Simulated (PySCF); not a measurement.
## Correlation energy of Sb (antimony, neutral)

Starting occupation: [Kr] 4d10 5s2 5p3, 5p1/2 with m_j = -1/2, +1/2, 5p3/2 with m_j = +3/2. Calculation: PySCF 2.14, in x2c-TZVPPall-2c with one added diffuse shell each of s, p, d, f type (9s10p6d3f, 90 functions); X2C-1e with screened-nucleus spin-orbit coupling, Gaussian nucleus. Frozen: [Kr]; 15 electrons correlated; the 14 highest virtual spinors left out.

MP2 pair energies summed by pair of shells (mhartree):

```
 pair   energy  share (%)
4d-4d  -161.59       51.1
4d-5s   -49.78       15.7
4d-5p   -45.21       14.3
5p-5s   -38.41       12.1
5p-5p   -13.20        4.2
5s-5s    -8.28        2.6
```

Total MP2 correlation energy: -316.48 mhartree.

The virtual space was cut to 109 spinors, which keep -316.44 of the -316.48 mhartree of MP2 correlation.

| level | correlation energy (mhartree) |
| --- | --- |
| CCSD | -307.20 |
| (T) | -6.69 |
| CCSD(T) | -313.89 |

Diagnostics: T1 = 0.010, largest double amplitude 0.053.

Q: Is a single reference adequate?

A: Yes: T1 lies below 0.03 and no double amplitude reaches 0.07.

The GHF reference relaxed away from the jj start to a determinant that is no pure jj level (⟨S²⟩ = 3.71, ⟨J²⟩ = 3.75); the energies belong to that determinant.

This basis was not built for core-valence correlation, so the inner-shell part is incomplete.
